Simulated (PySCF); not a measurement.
C4H5F. Atoms are numbered in the order given.

```xyz
10

F     -1.5142     0.6658     0.4302
C     -0.5182     0.1847    -0.3753
C      0.8537     0.7781    -0.2002
C      1.4098    -0.4138     0.0650
C      0.1031    -1.1715     0.0544
H     -0.8910     0.1923    -1.4153
H      1.2401     1.7932    -0.3173
H      2.4434    -0.7439     0.2018
H      0.0026    -2.0138    -0.6504
H     -0.2576    -1.4846     1.0464
```
Charge 0, spin multiplicity 1.

The structure is a stationary point at PBE0-D3(BJ)/def2-SVP. The structure was generated by enumeration; whether it is a known compound was not checked.

All values below come from PBE/pcSseg-1 (PySCF).

GIAO shieldings, no solvent; atoms listed in one row are averaged. δ = σ(ref) − σ: ¹⁹F against CFCl3 (σ = 133.6 ppm); ¹³C against TMS (σ = 182.0 ppm); ¹H against TMS (σ = 31.49 ppm), references at their B3LYP-D3(BJ)/def2-TZVP geometries, non-relativistic.

Computed chemical shifts:
```json
[
 {"nucleus": "¹⁹F", "atoms": "F1", "count": "1", "δ (ppm)": "-212.7"},
 {"nucleus": "¹³C", "atoms": "C3", "count": "1", "δ (ppm)": "148.5"},
 {"nucleus": "¹³C", "atoms": "C4", "count": "1", "δ (ppm)": "147.9"},
 {"nucleus": "¹³C", "atoms": "C2", "count": "1", "δ (ppm)": "93.1"},
 {"nucleus": "¹³C", "atoms": "C5", "count": "1", "δ (ppm)": "46.5"},
 {"nucleus": "¹H", "atoms": "H8", "count": "1", "δ (ppm)": "6.73"},
 {"nucleus": "¹H", "atoms": "H7", "count": "1", "δ (ppm)": "6.70"},
 {"nucleus": "¹H", "atoms": "H6", "count": "1", "δ (ppm)": "5.70"},
 {"nucleus": "¹H", "atoms": "H9", "count": "1", "δ (ppm)": "3.19"},
 {"nucleus": "¹H", "atoms": "H10", "count": "1", "δ (ppm)": "3.03"}
]
```
